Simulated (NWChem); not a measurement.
# C3H4BrF; SMILES F[C@@H]1C[C@H]1Br

This build's default masses of Se (78.918 u) and Br (79.917 u) are each other's, which moves their modes by up to 0.6 %.

Task: Give the equilibrium geometry at B3LYP/6-31G* (spherical d) (NWChem) as a Z-matrix, with the point group.

Result: point group C1; any orientation.
```
C
H 1 1.0838
C 1 1.4898 2 117.70
F 3 1.3694 1 117.22 2 0.86
H 3 1.0865 4 112.35 1 -144.61
C 3 1.5017 5 119.47 4 145.31
H 6 1.0858 3 117.79 5 0.57
H 6 1.0868 7 115.29 3 146.67
Br 1 1.9415 2 111.11 3 144.83
```
